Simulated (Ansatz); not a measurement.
One change: `C[S][Sn][OH]` becomes `C[O][Sn][S]C`.

Ansatz, PBE0-D4/def2-TZVP geometries, multiplicity 1. Each molecule was computed in one conformer, which needn't be the lowest.

Elements past krypton have def2 core potentials.

```csv
property,`C[S][Sn][OH]`
HOMO energy (ωB97M-V/def2-TZVPP) / eV,-9.04
HOMO energy (B3LYP/def2-TZVPP) / eV,-6.78
HOMO energy (PBE0/def2-TZVPP) / eV,-7.01
HOMO–LUMO gap (ωB97M-V/def2-TZVPP) / eV,8.63
LUMO energy (PBE/def2-TZVPP) / eV,-2.74
HOMO–LUMO gap (PBE/def2-TZVPP) / eV,3.13
```

Give the same properties after the change, and the shifts. (Estimate.)

The calculation gave: 
```csv
property,`C[O][Sn][S]C`,shift
HOMO energy (ωB97M-V/def2-TZVPP) / eV,-8.79,0.25
HOMO energy (B3LYP/def2-TZVPP) / eV,-6.53,0.25
HOMO energy (PBE0/def2-TZVPP) / eV,-6.74,0.27
HOMO–LUMO gap (ωB97M-V/def2-TZVPP) / eV,8.27,-0.36
LUMO energy (PBE/def2-TZVPP) / eV,-2.84,-0.10
HOMO–LUMO gap (PBE/def2-TZVPP) / eV,2.80,-0.33
```

With PBE0 the HOMO rises by 0.27 eV and the LUMO falls by 0.10 eV, so the gap narrows by about 0.37 eV. PBE moves the HOMO by 0.23 eV and ωB97M-V by 0.25 eV.

B3LYP here is the variant with VWN-RPA as its local correlation; programs differ in this.
